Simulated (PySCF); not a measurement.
Vertical excitations of a molecule C5H6F2 from TDA-PBE/def2-SVPD (PySCF), as energy in eV (oscillator strength): 5.38 (0.001), 5.50 (0.542), 6.02 (0.000), 6.53 (0.003), 6.55 (0.474), 6.71 (0.018), 6.99 (0.001), 7.34 (0.000), 7.43 (0.012), 7.50 (0.002). Lowest triplet (TDA): 3.09 eV. The structure is a stationary point at ωB97X-D3(BJ)/def2-SVP. The values are those of a single conformer.

Pick the molecule that these values belong to.
A. C=C/C(F)=C(\C)F
B. C=C=C(F)[C@H](C)F
C. C=C[C@H](F)C(=C)F
D. C=C(F)/C(F)=C\C

A, C=C/C(F)=C(\C)F
